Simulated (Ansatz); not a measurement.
Isolated molecules relaxed with PBE0-D4/def2-TZVP in Ansatz; ΔE leaves out vibrations. CCSD(T)/CBS is the MP2 limit (def2-TZVPP, def2-QZVPP) plus CCSD(T) − MP2 in def2-TZVPP, frozen cores. Functionals use def2-TZVPP. Open shells (•) are unrestricted, without spin–orbit coupling. One conformer a species, not always the lowest.

`COC(=O)C(C)(C)C` → `CO[C]=O`• + `C[C](C)C`•  (homolysis of the C–C bond)

`COC(=O)C(C)(C)C`:

Cartesian coordinates in Å:
```
C -2.715 -0.825 -0.827
O -1.441 -0.195 -0.782
C -0.672 -0.529 0.266
O -1.029 -1.304 1.112
C 0.669 0.187 0.230
C 1.406 -0.212 -1.051
C 1.479 -0.224 1.451
C 0.427 1.698 0.240
H -3.298 -0.578 0.061
H -2.607 -1.909 -0.883
H -3.204 -0.444 -1.721
H 1.574 -1.291 -1.090
H 0.845 0.082 -1.940
H 2.381 0.281 -1.079
H 1.651 -1.301 1.467
H 2.447 0.283 1.435
H 0.963 0.041 2.375
H 1.387 2.221 0.234
H -0.117 2.004 1.137
H -0.144 2.015 -0.634
```

`CO[C]=O`•:

Z-matrix (Å, degrees):
```
C
O 1 1.448
H 1 1.090 2 109.7
H 1 1.086 2 105.6 3 119.6
H 1 1.090 2 109.7 3 -120.8
C 2 1.306 1 115.6 3 60.4
O 6 1.183 2 131.1 1 0.0
```

`C[C](C)C`•:

Z-matrix (Å, degrees):
```
C
C 1 1.485
H 1 1.094 2 111.8
H 1 1.094 2 111.8 3 121.6
H 1 1.104 2 111.7 3 -119.2
C 2 1.485 1 118.7 3 -162.1
C 2 1.485 1 118.7 3 40.5
H 6 1.094 2 111.8 1 40.5
H 6 1.094 2 111.8 1 162.0
H 6 1.104 2 111.7 1 -78.8
H 7 1.094 2 111.8 1 -40.5
H 7 1.094 2 111.8 1 -162.1
H 7 1.104 2 111.7 1 78.7
```

| level | ΔE (kcal/mol) |
| --- | --- |
| revPBE-D4 | 85.8 |
| PBE | 83.1 |

(1) What does CCSD(T)/CBS give? (Best estimate.)

Largest T1 diagnostic among the species: 0.020.

## Answers

(1) Computed: +95.8 kcal/mol. The listed levels differ from it by -10.0, -12.7 kcal/mol.

From r2SCAN to r2SCAN0 (25 % exact exchange), in def2-TZVPP and without D4, ΔE moves by +1.2 kcal/mol. The D4 term adds +5.8 kcal/mol with B3LYP and +3.3 kcal/mol with PBE0; it sums over pairs of atoms, weighted by their polarisabilities, and B3LYP, whose exchange is more repulsive, gets the larger term.

CCSD(T)/CBS has its own doubt, a few kJ/mol and more with outer-core shells, so smaller differences from it don't rank the levels.

B3LYP here is the variant with VWN-RPA as its local correlation; programs differ in this.
